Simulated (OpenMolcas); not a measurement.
# V2+: ligand-field states by method

V2+ with 6 ligands (water, fluoride on the axis) in tetragonal octahedral coordination (D2h) at 2.15 Å, the axial distance 2.101 Å. Ligand basis ANO-RCC-VDZP.

```
Program             : OpenMolcas 26.06
Basis               : ANO-RCC-VTZP [6s5p3d2f1g]
Scalar Hamiltonian  : DKH2, point nucleus
Active space        : 3 electrons in 5 orbitals (3d)
State averaging     : 2S+1 = 4 even, 10 roots; 2S+1 = 2 even, 40 roots
Spin-orbit coupling : RASSI with atomic mean-field integrals over the reference wave functions
```

I. CASSCF
II. SS-CASPT2, IPEA 0.25 Eh, imaginary shift 0.1 Eh (closed shells correlated: 3s 3p and the ligand valence shells)

Spin-free states in cm-1, each column counted from its own energy of the first state listed:

```csv
State,Degeneracy,I,II
2S+1 = 4,1,0,0
2S+1 = 4,1,8877,9050
2S+1 = 4,1,9819,10270
2S+1 = 4,1,9991,10670
2S+1 = 4,1,15437,14280
2S+1 = 2,1,15537,11730
2S+1 = 2,1,16092,12080
2S+1 = 4,1,16197,15450
2S+1 = 2,1,16285,12590
2S+1 = 2,1,16738,12770
2S+1 = 4,1,16931,17140
2S+1 = 2,1,17223,13160
2S+1 = 2,1,22532,17990
2S+1 = 2,1,23484,19460
2S+1 = 2,1,23554,18730
2S+1 = 2,1,23713,19870
2S+1 = 2,1,24423,20780
2S+1 = 2,1,25361,22110
2S+1 = 2,1,26968,23630
2S+1 = 4,1,27601,25230
```

From I to II, I's first state of the same spin (2S+1 = 4) moves from 8877 to 9050 cm-1, by about +170 cm-1.

From I to II, I's first state of another spin (2S+1 = 2) moves from 15537 to 11730 cm-1, by about -3800 cm-1.

χT at 300 K: I 1.85, II 1.85 cm3 K/mol.

Over all roots computed the reference weight is 0.70 to 0.71 in II; a low but even weight reflects the number of correlated electrons. Ligand-to-metal charge-transfer states are missing. With no ligand orbital active B as a rule stays too high, so bands that hang on it stand too high and its fall with covalency is understated. Without dynamic correlation the repulsion within the d shell is too large (B by tens of per cent), so at a given field states of lower spin stand too high (holds for I). With metal d orbitals alone and no dynamic correlation the field as a rule comes out too small, by tens of per cent, by up to half for chloride and softer ligands (holds for I). With one d shell and no ligand orbital active, 10Dq can be off by tens of per cent for divalent 3d ions, low with halides held by bare charges and at times high in hosts (holds for II). Free-ion shares, where given, are those of the reference states; single-state CASPT2 does not remix them (holds for II). No measured value stands beside these numbers; the geometry was imposed, not optimised, and the real ion may take another.
